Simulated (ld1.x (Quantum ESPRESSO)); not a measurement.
**Transferability test, TM potential for Si**

* Element: Si (Z = 14)
* Generator: ld1.x (Quantum ESPRESSO) 7.5
* Type: norm-conserving Troullier–Martins (Kleinman–Bylander form)
* Functional: PBEsol
* Relativity: non-relativistic
* Frozen core: [Ne]
* Valence charge: 4
* Reference configuration: 3s2 3p2
* Partial waves: 3s (bound): rc 1.80 bohr; 3p (bound): rc 2.00 bohr; 3d channel at 0.45 Ry: rc 2.10 bohr
* Local potential: the d channel
* Core correction: Bessel-smoothed model core, default radius (core density twice the valence density)

Energies are relative to the spin-unpolarised reference configuration 3s2 3p2; without spin polarisation the order of configurations can differ from experiment.

(1) Give the all-electron excitation energy and the error of the potential for: 3s2 3p1; 3s2 3p0; 3s1 3p0; 3s2 3p2.3; 3s1 3p2; 3s0 3p4; 3s1 3p3.

Levels in the configuration 3s1 3p2:

| level | all-electron (eV) | pseudo (eV) |
| --- | --- | --- |
| 3s | -19.652 | -19.642 |
| 3p | -12.259 | -12.247 |

Answers

(1)

```csv
valence configuration,charge,ΔE all-electron (eV),error AE − PS (meV)
3s2 3p1,+1,7.724,+3.4
3s2 3p0,+2,23.699,+25
3s1 3p0,+3,57.528,+78
3s2 3p2.3,-0.3,-0.926,+0.1
3s1 3p2,+1,15.070,+4.7
3s0 3p4,0,13.622,-7.9
3s1 3p3,0,6.738,-1.6
```
